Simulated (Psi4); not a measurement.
Two rigid molecules brought together: Cl2 ··· H6Si2 (SMILES ClCl and [SiH3][SiH3]). Monomers: optimised at B3LYP-D3(BJ) (def2-TZVP), held rigid. Orientation: lowest of the rigid-body minima from ten starts at GFN2-xTB. Only R, the distance of the centres of mass, is varied, so the lowest point isn't the relaxed dimer.

- PBE/def2-TZVP, counterpoise-corrected (Psi4)
- PBE-D3(BJ)/def2-TZVP, counterpoise-corrected (Psi4)
- B3LYP/def2-TZVP, counterpoise-corrected (Psi4)
- SAPT0/jun-cc-pVDZ, frozen core (Psi4)

Interaction energies in kJ/mol; the last columns give the difference from SAPT0:

```json
[
 {"R / Å": "4.76", "PBE/def2-TZVP": "43.46", "PBE-D3(BJ)/def2-TZVP": "36.71", "B3LYP/def2-TZVP": "66.59", "SAPT0/jun-cc-pVDZ": "79.09", "PBE/def2-TZVP − SAPT0/jun-cc-pVDZ": "-35.63", "PBE-D3(BJ)/def2-TZVP − SAPT0/jun-cc-pVDZ": "-42.38", "B3LYP/def2-TZVP − SAPT0/jun-cc-pVDZ": "-12.50"},
 {"R / Å": "4.98", "PBE/def2-TZVP": "17.33", "PBE-D3(BJ)/def2-TZVP": "11.22", "B3LYP/def2-TZVP": "32.68", "SAPT0/jun-cc-pVDZ": "39.01", "PBE/def2-TZVP − SAPT0/jun-cc-pVDZ": "-21.68", "PBE-D3(BJ)/def2-TZVP − SAPT0/jun-cc-pVDZ": "-27.79", "B3LYP/def2-TZVP − SAPT0/jun-cc-pVDZ": "-6.32"},
 {"R / Å": "5.16", "PBE/def2-TZVP": "7.02", "PBE-D3(BJ)/def2-TZVP": "1.41", "B3LYP/def2-TZVP": "18.00", "SAPT0/jun-cc-pVDZ": "20.92", "PBE/def2-TZVP − SAPT0/jun-cc-pVDZ": "-13.90", "PBE-D3(BJ)/def2-TZVP − SAPT0/jun-cc-pVDZ": "-19.51", "B3LYP/def2-TZVP − SAPT0/jun-cc-pVDZ": "-2.92"},
 {"R / Å": "5.35", "PBE/def2-TZVP": "1.73", "PBE-D3(BJ)/def2-TZVP": "-3.34", "B3LYP/def2-TZVP": "9.58", "SAPT0/jun-cc-pVDZ": "10.12", "PBE/def2-TZVP − SAPT0/jun-cc-pVDZ": "-8.39", "PBE-D3(BJ)/def2-TZVP − SAPT0/jun-cc-pVDZ": "-13.46", "B3LYP/def2-TZVP − SAPT0/jun-cc-pVDZ": "-0.55"},
 {"R / Å": "5.53", "PBE/def2-TZVP": "-0.49", "PBE-D3(BJ)/def2-TZVP": "-5.05", "B3LYP/def2-TZVP": "5.37", "SAPT0/jun-cc-pVDZ": "4.54", "PBE/def2-TZVP − SAPT0/jun-cc-pVDZ": "-5.03", "PBE-D3(BJ)/def2-TZVP − SAPT0/jun-cc-pVDZ": "-9.58", "B3LYP/def2-TZVP − SAPT0/jun-cc-pVDZ": "0.83"},
 {"R / Å": "5.77", "PBE/def2-TZVP": "-1.48", "PBE-D3(BJ)/def2-TZVP": "-5.34", "B3LYP/def2-TZVP": "2.70", "SAPT0/jun-cc-pVDZ": "0.93", "PBE/def2-TZVP − SAPT0/jun-cc-pVDZ": "-2.41", "PBE-D3(BJ)/def2-TZVP − SAPT0/jun-cc-pVDZ": "-6.27", "B3LYP/def2-TZVP − SAPT0/jun-cc-pVDZ": "1.76"},
 {"R / Å": "6.05", "PBE/def2-TZVP": "-1.51", "PBE-D3(BJ)/def2-TZVP": "-4.58", "B3LYP/def2-TZVP": "1.48", "SAPT0/jun-cc-pVDZ": "-0.58", "PBE/def2-TZVP − SAPT0/jun-cc-pVDZ": "-0.93", "PBE-D3(BJ)/def2-TZVP − SAPT0/jun-cc-pVDZ": "-4.00", "B3LYP/def2-TZVP − SAPT0/jun-cc-pVDZ": "2.06"},
 {"R / Å": "6.37", "PBE/def2-TZVP": "-1.14", "PBE-D3(BJ)/def2-TZVP": "-3.41", "B3LYP/def2-TZVP": "0.96", "SAPT0/jun-cc-pVDZ": "-0.92", "PBE/def2-TZVP − SAPT0/jun-cc-pVDZ": "-0.22", "PBE-D3(BJ)/def2-TZVP − SAPT0/jun-cc-pVDZ": "-2.49", "B3LYP/def2-TZVP − SAPT0/jun-cc-pVDZ": "1.88"},
 {"R / Å": "6.82", "PBE/def2-TZVP": "-0.61", "PBE-D3(BJ)/def2-TZVP": "-2.04", "B3LYP/def2-TZVP": "0.61", "SAPT0/jun-cc-pVDZ": "-0.75", "PBE/def2-TZVP − SAPT0/jun-cc-pVDZ": "0.13", "PBE-D3(BJ)/def2-TZVP − SAPT0/jun-cc-pVDZ": "-1.29", "B3LYP/def2-TZVP − SAPT0/jun-cc-pVDZ": "1.36"},
 {"R / Å": "7.55", "PBE/def2-TZVP": "-0.16", "PBE-D3(BJ)/def2-TZVP": "-0.83", "B3LYP/def2-TZVP": "0.25", "SAPT0/jun-cc-pVDZ": "-0.40", "PBE/def2-TZVP − SAPT0/jun-cc-pVDZ": "0.24", "PBE-D3(BJ)/def2-TZVP − SAPT0/jun-cc-pVDZ": "-0.42", "B3LYP/def2-TZVP − SAPT0/jun-cc-pVDZ": "0.65"},
 {"R / Å": "8.58", "PBE/def2-TZVP": "-0.02", "PBE-D3(BJ)/def2-TZVP": "-0.26", "B3LYP/def2-TZVP": "0.04", "SAPT0/jun-cc-pVDZ": "-0.17", "PBE/def2-TZVP − SAPT0/jun-cc-pVDZ": "0.16", "PBE-D3(BJ)/def2-TZVP − SAPT0/jun-cc-pVDZ": "-0.09", "B3LYP/def2-TZVP − SAPT0/jun-cc-pVDZ": "0.21"},
 {"R / Å": "9.84", "PBE/def2-TZVP": "0.00", "PBE-D3(BJ)/def2-TZVP": "-0.09", "B3LYP/def2-TZVP": "0.00", "SAPT0/jun-cc-pVDZ": "-0.07", "PBE/def2-TZVP − SAPT0/jun-cc-pVDZ": "0.07", "PBE-D3(BJ)/def2-TZVP − SAPT0/jun-cc-pVDZ": "-0.02", "B3LYP/def2-TZVP − SAPT0/jun-cc-pVDZ": "0.07"}
]
```

PBE/def2-TZVP is furthest from SAPT0/jun-cc-pVDZ at 4.76 (-35.63 kJ/mol, below); its mean absolute difference over the points is 7.40 kJ/mol.

PBE-D3(BJ)/def2-TZVP is furthest from SAPT0/jun-cc-pVDZ at 4.76 (-42.38 kJ/mol, below); its mean absolute difference over the points is 10.61 kJ/mol.

B3LYP/def2-TZVP is furthest from SAPT0/jun-cc-pVDZ at 4.76 (-12.50 kJ/mol, below); its mean absolute difference over the points is 2.59 kJ/mol.
